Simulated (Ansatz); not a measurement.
The lowest singlet and triplet of CHF (SMILES [CH]F); geometries from B3LYP-D3(BJ)/def2-TZVP, each state relaxed from the structure named, with no frequency check.
Singlet (charge 0, multiplicity 1):
```xyz
3

C     -0.57409     0.44277     0.00000
F      0.53400    -0.25531     0.00000
H     -1.36145    -0.35883     0.00000
```

A positive gap puts the triplet lower; no zero-point energy. U- takes an unrestricted singlet (broken symmetry where lower, unprojected). The triplet is unrestricted in single-reference levels. Active spaces average the two states.

Frozen-core correlation.

The values were computed with Ansatz (an electronic-structure program) with Gaussian orbitals. Values without a source in brackets are computed.

Give the gap E(singlet) − E(triplet), vertical, at the singlet's geometry at the level U-CCSD/cc-pVDZ (spin-contaminated).

-0.82 eV

Doubts at one or more of the structures used: T1 above 0.05 (U-CCSD/cc-pVDZ (spin-contaminated)).
